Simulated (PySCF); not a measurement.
## Two-component Hartree-Fock for Ru²⁺ (ruthenium, charge +2)

Start: [Kr] 4d6; 4d3/2 filled at m_j = +3/2; 4d5/2 filled at m_j = -3/2, -1/2, +1/2, +3/2, +5/2. Calculated with PySCF 2.14 in x2c-SVPall-2c with one added diffuse shell each of s, p, d type (7s9p7d1f, 76 functions): generalised Hartree-Fock with the X2C-1e Hamiltonian and a Gaussian nucleus; one run each with spin-orbit coupling (SO) switched off, then screened by Boettger's factors. This is a chosen level, not necessarily the ground level.

| spinor shell | electrons | ε, spin-free (eV) | ε, screened SO (eV) | weight of nominal j (screened SO) | rms radius, screened SO (bohr) |
| --- | --- | --- | --- | --- | --- |
| 1s1/2 | 2 | -22251.5 | -22250.2 | 1.000 | 0.0384 |
| 2s1/2 | 2 | -3295.3 | -3294.9 | 1.000 | 0.158 |
| 2p1/2 | 2 | -2947.6 | -3038.3 | 1.000 | 0.137 |
| 2p3/2 | 4 | -2947.6 | -2905.2 | 1.000 | 0.142 |
| 3s1/2 | 2 | -631.14 | -631.01 | 1.000 | 0.428 |
| 3p1/2 | 2 | -513.63 | -529.58 | 1.000 | 0.425 |
| 3d3/2 | 4 | -324.62 | -327.46 | 0.977 | 0.417 |
| 3d5/2 | 6 | -324.62 | -322.57 | 0.985 | 0.420 |
| 4s1/2 | 2 | -113.83 | -113.78 | 1.000 | 1.09 |
| 4p1/2 | 2 | -78.310 | -83.850 | 0.715 | 1.20 |
| 4p3/2 | 4 | -78.310 | -75.571 | 0.858 | 1.21 |
| 4d5/2 | 5 | -31.177 | -31.832 | 0.563 | 1.63 |
| 4d3/2 | 1 | -31.177 | -27.899 | 0.765 | 1.70 |

**Question.** Where does 3p3/2 lie, and what is the 3p spin-orbit splitting (screened SO)?

**Answer.** At -506.08 eV, 23.498 eV above 3p1/2.

```
   quantity    spin-free  screened SO
E (hartree)  -4526.48939  -4527.11289
        M_J            4            4
       ⟨J²⟩       20.010       20.012
       ⟨L²⟩        6.007        6.076
       ⟨S²⟩        6.002        5.974
```

Each row is a mean over spinors that exchange with the open shell spreads, by up to 9.191 eV (4p3/2).

Rows whose weight is well below 1 are mixtures of j = l ± 1/2: exchange outweighs spin-orbit coupling there, and the label is only the starting occupation.

Breit and QED terms are absent; they matter most for the inner s and p1/2 levels.

Densities and radii are taken from the X2C orbitals without a picture-change correction, which distorts them close to the nucleus.

Without spin-orbit coupling the j labels of p, d and f shells carry no meaning; the spin-free column gives the mean over the occupied spinors of each nl shell.
